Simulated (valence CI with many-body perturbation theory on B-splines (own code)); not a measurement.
Values are calculated unless marked as measured or tabulated.
**Ladder of approximations for Ag³²⁺**

Level of theory: configuration interaction combined with many-body perturbation theory (CI+MBPT): five valence electrons over a frozen Dirac-Fock core [Ne], a basis of 9 s, 9 p, 8 d, 6 f, 3 g, 1 h functions for each j, with the one-electron correlation potential Σ1 (screened to all orders), the two-electron term Σ2, the three-electron term Σ3, Breit, model QED; selected single and double excitations, second order for the rest (own B-spline code, finite nucleus).

The last digits are not significant, and no measured levels were compared; by estimate large intervals hold to a few tenths of a per cent, small ones and those within an open d or f shell to about a per cent. Among the levels kept, up to 600 cm⁻¹ of a level comes from second order outside the variational space, and about a tenth of that is noise between levels of different J, which matters for small intervals.

Each rung adds one term. CI alone is the Dirac-Coulomb CI over the frozen core; QED comes last and gives the full result, which names the levels. Energies are above (3s^2 3p1/2^2 3p3/2) J=3/2 on the same rung, in cm⁻¹.

Levels are named by their leading jj configuration (3d3/2^4 stands for four electrons in 3d with j = 3/2), which in mixed levels can hold well under half, so a name can repeat and another be missing. Letters in brackets count levels of one name in rising energy.

```
                             Level  CI alone
        (3s^2 3p1/2 3p3/2^2) J=3/2    283636
        (3s^2 3p1/2 3p3/2^2) J=5/2    339003
        (3s^2 3p1/2 3p3/2^2) J=1/2    405472
              (3s^2 3p3/2^3) J=3/2    693984
        (3s 3p1/2^2 3p3/2^2) J=5/2    957448
        (3s^2 3p1/2^2 3d3/2) J=3/2   1004260
        (3s 3p1/2^2 3p3/2^2) J=1/2   1106410
        (3s 3p1/2^2 3p3/2^2) J=3/2   1131850
        (3s^2 3p1/2^2 3d5/2) J=5/2   1163690
          (3s 3p1/2 3p3/2^3) J=3/2   1276500
(3s^2 3p1/2 3p3/2 3d3/2) J=3/2 [a]   1300590
(3s^2 3p1/2 3p3/2 3d3/2) J=5/2 [a]   1301110
(3s^2 3p1/2 3p3/2 3d3/2) J=1/2 [a]   1306970
          (3s 3p1/2 3p3/2^3) J=5/2   1342620
    (3s^2 3p1/2 3p3/2 3d3/2) J=7/2   1354070
(3s^2 3p1/2 3p3/2 3d5/2) J=7/2 [a]   1384420
```

Question: What do these energies become with core correlation, Breit and QED?

Answer: (3s^2 3p1/2 3p3/2^2) J=3/2 280526 (-3110); (3s^2 3p1/2 3p3/2^2) J=5/2 334410 (-4594); (3s^2 3p1/2 3p3/2^2) J=1/2 401504 (-3968); (3s^2 3p3/2^3) J=3/2 686442 (-7542); (3s 3p1/2^2 3p3/2^2) J=5/2 951191 (-6257); (3s^2 3p1/2^2 3d3/2) J=3/2 997791 (-6466); (3s 3p1/2^2 3p3/2^2) J=1/2 1099470 (-6934); (3s 3p1/2^2 3p3/2^2) J=3/2 1123710 (-8139); (3s^2 3p1/2^2 3d5/2) J=5/2 1152980 (-10704); (3s 3p1/2 3p3/2^3) J=3/2 1267130 (-9371); (3s^2 3p1/2 3p3/2 3d3/2) J=3/2 [a] 1290190 (-10399); (3s^2 3p1/2 3p3/2 3d3/2) J=5/2 [a] 1290290 (-10820); (3s^2 3p1/2 3p3/2 3d3/2) J=1/2 [a] 1297340 (-9633); (3s 3p1/2 3p3/2^3) J=5/2 1331060 (-11563); (3s^2 3p1/2 3p3/2 3d3/2) J=7/2 1341390 (-12681); (3s^2 3p1/2 3p3/2 3d5/2) J=7/2 [a] 1371430 (-12994).

Question: How does the ionisation energy move along the ladder, and which term matters most?

Answer: CI alone 1963.7, + Σ1 1964.6, + Σ2 1964.6, + Σ3 1964.2, + Breit 1963.2, + QED 1963.2 eV. The largest step is Breit, -1.0 eV. NIST lists 1979 ± 8 eV (semi-empirical).
